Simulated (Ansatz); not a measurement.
`C[SiH](Cl)N[SiH2]Cl`, relaxed with RKS PBE0-D4/def2-TZVP in Ansatz from a GFN2-xTB geometry. The force threshold is 0.005 eV/Å; the program also tests the step.

The species carries charge 0 and has multiplicity 1.

Start:

```xyz
13

C     0.842   -1.391   -0.950
Si    0.278   -0.918    0.795
Cl    1.776   -1.206    2.124
N    -0.076    0.782    0.882
Si   -0.998    1.798   -0.169
Cl   -2.336    0.633   -1.100
H     0.051   -1.207   -1.670
H     1.712   -0.815   -1.258
H     1.106   -2.443   -1.010
H    -0.878   -1.692    1.245
H     0.363    1.269    1.646
H    -1.687    2.782    0.658
H    -0.153    2.408   -1.195
```

(1) How much energy does the relaxation release, and in how many steps? (An estimate is asked.)

(2) Which bonds change most? (Estimate.)

(3) Give the relaxed structure. (An estimate is asked.)

## Answers

(1) The calculation gave: 20.71 kJ/mol, in 27 steps, 1 of them rejected.

(2) Computed: Si5–Cl6 from 2.003 to 2.064 Å; Si2–Cl3 from 2.023 to 2.068 Å; C1–Si2 from 1.893 to 1.851 Å; Si5–H12 from 1.459 to 1.479 Å.

(3) Computed: 
```xyz
13

C     0.664   -1.343   -0.945
Si    0.428   -0.908    0.839
Cl    2.291   -0.683    1.708
N    -0.491    0.542    0.987
Si   -0.776    1.763   -0.177
Cl   -2.338    1.296   -1.442
H    -0.301   -1.479   -1.439
H     1.218   -0.563   -1.472
H     1.234   -2.271   -1.027
H    -0.241   -1.972    1.622
H    -0.951    0.677    1.876
H    -1.149    3.016    0.514
H     0.411    1.923   -1.043
```
